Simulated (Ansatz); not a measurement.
One change: `[SiH3]O[Si]S` becomes `O[Si]O[SiH3]`.

Ansatz, PBE0-D4/def2-TZVP geometries, multiplicity 1. Each molecule was computed in one conformer, which needn't be the lowest.

```tsv
property	`[SiH3]O[Si]S`
HOMO–LUMO gap (B3LYP/def2-TZVPP) / eV	4.69
HOMO energy (PBE0/def2-TZVPP) / eV	-6.88
HOMO energy (ωB97M-V/def2-TZVPP) / eV	-8.95
HOMO energy (PBE/def2-TZVPP) / eV	-5.82
HOMO energy (B3LYP/def2-TZVPP) / eV	-6.70
zero-point energy (PBE0-D4/def2-TZVP) / kJ/mol	103.8
```

(1) Give the same properties after the change, and the shifts. (Estimate.)

Answers

(1) The calculation gave: 
```
                                      property  `O[Si]O[SiH3]`  shift
         HOMO–LUMO gap (B3LYP/def2-TZVPP) / eV            5.57   0.88
            HOMO energy (PBE0/def2-TZVPP) / eV           -7.20  -0.32
         HOMO energy (ωB97M-V/def2-TZVPP) / eV           -9.37  -0.42
             HOMO energy (PBE/def2-TZVPP) / eV           -6.08  -0.26
           HOMO energy (B3LYP/def2-TZVPP) / eV           -7.03  -0.33
zero-point energy (PBE0-D4/def2-TZVP) / kJ/mol           115.3   11.5
```

With PBE0 the HOMO falls by 0.32 eV and the LUMO rises by 0.59 eV, so the gap widens by about 0.91 eV. PBE moves the HOMO by -0.26 eV and ωB97M-V by -0.42 eV.

B3LYP here is the variant with VWN-RPA as its local correlation; programs differ in this.
